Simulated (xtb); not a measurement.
Job for xtb: GFN2-xTB on GaGe+, 2S+1 = 3, a spin state set in the input, which need not be the lowest, a point of a bond scan (R = 3.150 Å). Charge +1.

```
$ xtb mol.xyz --gfn 2 --sp --chrg 1 --uhf 2
2

Ga     0.00000000     0.00000000     0.00000000
Ge     0.00000000     0.00000000     3.14982700
```

The head of its log:

```
[...]
           -------------------------------------------------
          |                Calculation Setup                |
           -------------------------------------------------



molecular fragmentation (1/2 indicates fragments):
12
# atoms in fragment 1/2:     1     1
 fragment masses (1/2) :       69.72       72.63
CMA distance (Bohr)    :   5.952
constraining FC (au)   :  0.0500

           -------------------------------------------------
          |                 G F N 2 - x T B                 |
           -------------------------------------------------

        Reference                      10.1021/acs.jctc.8b01176
      * Hamiltonian:
        H0-scaling (s, p, d)           1.850000    2.230000    2.230000
        zeta-weighting                 0.500000
      * Dispersion:
        s8                             2.700000
        a1                             0.520000
        a2                             5.000000
        s9                             5.000000
      * Repulsion:
        kExp                           1.500000    1.000000
        rExp                           1.000000
      * Coulomb:
        alpha                          2.000000
        third order                    shell-resolved
        anisotropic                    true
        a3                             3.000000
        a5                             4.000000
        cn-shift                       1.200000
        cn-exp                         4.000000
        max-rad                        5.000000


          ...................................................
          :                      SETUP                      :
          :.................................................:
          :  # basis functions                  20          :
          :  # atomic orbitals                  18          :
          :  # shells                            6          :
          :  # electrons                         6          :
          :  max. iterations                   250          :
          :  Hamiltonian                  GFN2-xTB          :
          :  restarted?                      false          :
          :  GBSA solvation                  false          :
          :  PC potential                    false          :
          :  electronic temp.          300.0000000     K    :
          :  accuracy                    1.0000000          :
          :  -> integral cutoff          0.2500000E+02      :
          :  -> integral neglect         0.1000000E-07      :
          :  -> SCF convergence          0.1000000E-05 Eh   :
          :  -> wf. convergence          0.1000000E-03 e    :
          :  Broyden damping             0.4000000          :
          :  net charge                          1          :
          :  unpaired electrons                  2          :
          ...................................................

 iter      E             dE          RMSdq      gap      omega  full diag
   1     -2.5170212 -0.251702E+01  0.968E+00    0.18       0.0  T
   2     -2.6357427 -0.118721E+00  0.225E+01    0.00       1.0  T
```

What total energy does the run end on?

-2.6377 hartree.
